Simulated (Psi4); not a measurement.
# How methods differ on CH4BCl2N (SMILES CNB(Cl)Cl)

CH4BCl2N has 9 atoms, charge 0, and is taken as a singlet. SMILES: `CNB(Cl)Cl`. The shape was relaxed beforehand at PBE0/def2-TZVP.

Quantity: the dipole moment, in D. The values are calculated.

```csv
level,kind,program,value (D),CPU time
PBE-D4/def2-TZVPP (density fitting),GGA,Psi4,3.00,1.7 min
r2SCAN-D4/def2-TZVPP (density fitting),meta-GGA,Psi4,3.04,4.2 min
B3LYP-D4/def2-TZVPP (density fitting),global hybrid,Psi4,3.00,78 s
PBE0-D4/def2-TZVPP (density fitting),global hybrid,Psi4,3.02,83 s
wB97M-V/def2-TZVPP (density fitting),range-separated hybrid,Psi4,2.98,4 min
```

The values span 2.98 to 3.04 D. Magnitudes only. CPU times are rough (shared hosts, several kinds of processor): they show what a rung costs within a factor of a few.
